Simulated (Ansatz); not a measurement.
CH$_{6}$ClGeNO (`[NH2][GeH]([OH])[CH2]Cl`). Total charge 0; spin multiplicity 1. The structure was optimised at the PBE0-D4/def2-TZVP level. It is one conformer, not always the lowest.

```xyz
11

N    -1.708    0.459   -0.087
Ge    0.036    0.199   -0.562
O     0.857    1.773   -0.450
C     1.094   -0.899    0.670
Cl    0.403   -2.541    0.742
H    -2.354   -0.229   -0.448
H    -1.881    0.590    0.899
H     0.040   -0.374   -1.989
H     0.307    2.483   -0.790
H     2.128   -0.982    0.340
H     1.077   -0.480    1.675
```

Question: What is the dipole moment at ωB97M-V/def2-TZVPP? (Estimate.)

Answer: Ansatz gave: 1.12 D, with components (-0.98, 0.53, 0.11) D in this frame, pointing from negative to positive charge.

Question: And with PBE, r2SCAN, B3LYP? (Estimate.)

Answer: The calculation gave: PBE 1.14 D, r2SCAN 1.17 D, B3LYP 1.12 D.

Question: Give the Mulliken charges with ωB97M-V, r2SCAN, B3LYP in def2-TZVPP. (Best estimate.)

Answer: Computed: 
```csv
atom,ωB97M-V,r2SCAN,B3LYP
N1,-0.37,-0.43,-0.40
Ge2,0.50,0.52,0.52
O3,-0.43,-0.46,-0.44
C4,-0.28,-0.12,-0.20
Cl5,-0.13,-0.18,-0.17
H6,0.11,0.15,0.13
H7,0.11,0.15,0.13
H8,0.01,-0.03,-0.03
H9,0.17,0.19,0.18
H10,0.16,0.11,0.14
H11,0.15,0.10,0.13
```

B3LYP here is the variant with VWN-RPA as its local correlation; programs differ in this.
